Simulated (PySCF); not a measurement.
CH₄. Atoms are numbered in the order given.

```xyz
5

C      0.0000     0.0000     0.0000
H      0.6331     0.6331     0.6331
H     -0.6331     0.6331    -0.6331
H     -0.6331    -0.6331     0.6331
H      0.6331    -0.6331    -0.6331
```
Charge 0, spin multiplicity 1.

The structure is a stationary point at PBE-D3(BJ)/def2-TZVPD.

Lowest vertical singlet excitation by several levels in PySCF, with rough processor times relative to the cheapest run on one machine. Each run also gave further roots (ADC and EOM-CCSD ionised and attached states too); roots are paired by order and the bases differ. EOM-CCSD serves as a yardstick, not as the true value; all levels that ended soundly for this molecule are listed, with differences from unrounded values.

```json
[
 {"level": "ADC(2)/aug-cc-pVDZ", "relative cost": "1"},
 {"level": "TDDFT-CAM-B3LYP/def2-TZVPD", "relative cost": "2"},
 {"level": "EOM-CCSD/aug-cc-pVDZ", "relative cost": "3"},
 {"level": "TDDFT-M06-2X/def2-TZVPD", "relative cost": "7"}
]
```

Computed S1 at each level and its distance from EOM-CCSD:
```csv
level,S1 (eV),S1 minus EOM-CCSD (eV)
ADC(2)/aug-cc-pVDZ,10.42,-0.05
TDDFT-CAM-B3LYP/def2-TZVPD,10.16,-0.32
EOM-CCSD/aug-cc-pVDZ,10.47,0.00
TDDFT-M06-2X/def2-TZVPD,10.22,-0.25
```
